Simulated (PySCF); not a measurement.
## Dipole response of Ti (titanium, neutral)

[Ar] 3d2 4s2, high-spin 3F determinant. All numbers are calculated (PySCF 2.14, no relativity, point nucleus, in def2-TZVPPD (6s6p4d2f1g, 67 functions)). Coupled (time-dependent) response in atomic units; α is the mean over directions.

```json
{"method": "B3LYP", "mean α (bohr³)": "101.8", "C₆ (like pair)": "1153", "S(−4)": "5346"}
```

S(−4) is the Cauchy moment in α(ω) = α(0) + S(−4) ω² + …

Reference α: 87 ± 10 bohr³ (recommended; Schwerdtfeger and Nagle, table of static dipole polarizabilities (2023 update)). Published C₆: 1044 (Chu and Dalgarno (2004); Tang, Norbeck and Certain (1976)).

α(iu) at B3LYP:

| u (hartree) | α(iu) (bohr³) |
| --- | --- |
| 0 | 101.8 |
| 0.0500 | 90.20 |
| 0.100 | 67.95 |
| 0.200 | 35.86 |
| 0.300 | 21.28 |
| 0.500 | 10.47 |
| 0.750 | 6.045 |
| 1.00 | 4.135 |
| 1.50 | 2.398 |
| 2.00 | 1.592 |
| 3.00 | 0.8535 |
| 5.00 | 0.3607 |

A single London oscillator, α(iu) = α/(1 + u²/ω²), gives C₆ = (3/4) ω α². Matching the computed C₆ needs ω = 4 × 1153 / (3 × 101.8²) = 0.148 hartree.
